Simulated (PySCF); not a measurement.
Bonds (- single, = double, # triple, : aromatic): C1-C2, C2-C3, C3-S4, S4=O5, S4=O6, S4-Cl7. C1 carries H8, H9, H10; C2 carries H11, H12; C3 carries H13, H14.

GIAO shifts from PySCF 2.14.0 with density-fitted response routines on PBE0-D3(BJ)/def2-TZVP geometries (one conformer, non-relativistic, equivalent nuclei averaged), against TMS at the same level and in the same medium; PCM means IEF-PCM chloroform.

Measured (solution, not stated per compound (mostly CDCl3 or CCl4); Pretsch, Buehlmann, Badertscher, Structure Determination of Organic Compounds, 4th ed. (2009)): C3 67.1, C2 18.4, C1 12.1 ppm.

Which unscaled values do B97-2/pcSseg-2, gas; WP04/pcSseg-2, PCM; wB97X-D/pcSseg-2, PCM give, and how close are they?

Answers


```
atoms  measured  B97-2/pcSseg-2, gas  WP04/pcSseg-2, PCM  wB97X-D/pcSseg-2, PCM
   C3      67.1                 68.6                74.3                   72.0
   C2      18.4                 22.6                25.6                   22.4
   C1      12.1                 14.2                16.0                   14.3
```

Mean absolute error for ¹³C: B97-2/pcSseg-2, gas 2.6, WP04/pcSseg-2, PCM 6.1, wB97X-D/pcSseg-2, PCM 3.7 ppm.
